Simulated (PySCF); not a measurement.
# Electric field gradients and quadrupole coupling constants

C5H9FN2Si.
Numbering: `[CH3:1][c:2]1[n:3][n:4]([SiH3:5])[c:6]([CH3:7])[c:8]1[F:9]` (hydrogens: H10, H11, H12 on C1; H13, H14, H15 on Si5; H16, H17, H18 on C7)

Cartesian coordinates in Å at the GFN2-xTB level; atoms count from 1:
```xyz
18
C5H9FN2Si angstrom
C      3.035    0.057    0.024
C      1.551    0.010    0.009
N      0.793    1.079    0.115
N     -0.495    0.678    0.061
Si    -1.759    1.888    0.206
C     -0.578   -0.671   -0.083
C     -1.865   -1.403   -0.176
C      0.718   -1.123   -0.119
F      1.117   -2.403   -0.248
H      3.424   -0.567    0.828
H      3.362    1.082    0.169
H      3.432   -0.321   -0.917
H     -2.596    1.781   -0.993
H     -1.029    3.137    0.318
H     -2.549    1.547    1.393
H     -1.670   -2.468   -0.270
H     -2.432   -1.067   -1.043
H     -2.468   -1.229    0.715
```

Field gradients from the PBE0/pcSseg-1 density (PySCF, non-relativistic), principal values in atomic units, ordered |Vxx| ≤ |Vyy| ≤ |Vzz|:

```csv
atom,Vxx,Vyy,Vzz
N3,0.1317,0.8540,-0.9858
N4,0.0150,0.5917,-0.6067
```

Question: Find the asymmetry η = (Vxx − Vyy)/Vzz and the couplings χ = eQV/h (234.96 MHz × Q in barn × V in au), with Q(14N) = 0.02044 b.

Answer: 
```json
{"atom": "N3", "environment": "pyridine-type nitrogen", "nucleus": "14N", "η": "0.73", "χzz (MHz)": "-4.734", "χxx (MHz)": "0.633", "χyy (MHz)": "4.102"}
{"atom": "N4", "environment": "pyrrole-type nitrogen", "nucleus": "14N", "η": "0.95", "χzz (MHz)": "-2.914", "χxx (MHz)": "0.072", "χyy (MHz)": "2.842"}
```

At N4 η is above 0.9: Vyy and Vzz are nearly equal in size and opposite in sign, so a small change could swap them and flip the sign of χzz. 

Question: What is Vzz at N4 in SI units (1 au = 9.71736 × 10²¹ V/m²)?

Answer: -0.6067 au = -5.895 × 10²¹ V/m².

Question: What couplings would deuterons (Q(2H) = 0.00286 b) have in place of the hydrogens, at this geometry?

Answer: 
| atom | bonded to | bond length (Å) | Vzz (au) | η | χzz (kHz) |
| --- | --- | --- | --- | --- | --- |
| H10 | C1 | 1.089 | 0.3108 | 0.03 | 209 |
| H11 | C1 | 1.086 | 0.3159 | 0.02 | 212 |
| H12 | C1 | 1.089 | 0.3106 | 0.03 | 209 |
| H13 | Si5 | 1.465 | 0.1580 | 0.04 | 106 |
| H14 | Si5 | 1.451 | 0.1686 | 0.00 | 113 |
| H15 | Si5 | 1.466 | 0.1578 | 0.04 | 106 |
| H16 | C7 | 1.087 | 0.3116 | 0.03 | 209 |
| H17 | C7 | 1.090 | 0.3086 | 0.02 | 207 |
| H18 | C7 | 1.090 | 0.3089 | 0.02 | 208 |

Isolated species at its GFN2-xTB geometry, gas phase. GFN2-xTB bond lengths can be off by several hundredths of an ångström, more for odd bonds, and the gradients follow them. These gradients aren't converged with respect to the basis.

The run behind these numbers computed NMR shieldings as well. Time: 68 s wall; peak memory 0.93 GiB. Hardware: Arm Neoverse N1, one thread, shared host.
